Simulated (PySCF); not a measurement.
Gas-phase reaction: ZrCl₃OH + 2 ClO ⇌ ZrCl₄ + 3 O + HCl

Method: PySCF energies plus ideal-gas RRHO corrections (1 bar). † marks an energy on the PBE0/def2-TZVP geometry and frequencies; other levels use their own. Open shells (unrestricted): ClO (multiplicity 2), O (multiplicity 3); the rest are closed-shell singlets. Spin-orbit splitting is ignored; it lowers the true energy and changes the entropy of ClO, O. B3LYP is the form with VWN-RPA correlation. Zr: scalar-relativistic def2 core potential, no spin-orbit coupling. ZrCl₃OH: computed as isolated molecules; such fragments, hydroxides, amides, oligomers or adducts are transient or little studied in the gas.

| level | ΔH°(298 K), kJ |
|---|---|
| B3LYP/def2-TZVP† | 600 |
| BLYP/def2-TZVP† | 682 |
| PBE/def2-TZVP† | 724 |
| PBE0/def2-QZVP† | (withheld) |
| PBE0/def2-TZVP | (withheld) |
| LDA/def2-TZVP† | 941 |
| ωB97X-V/def2-TZVP† | (withheld) |

What belongs in the gaps?


- PBE0/def2-QZVP†, ΔH°(298 K), kJ: 598
- PBE0/def2-TZVP, ΔH°(298 K), kJ: 590
- ωB97X-V/def2-TZVP†, ΔH°(298 K), kJ: 601
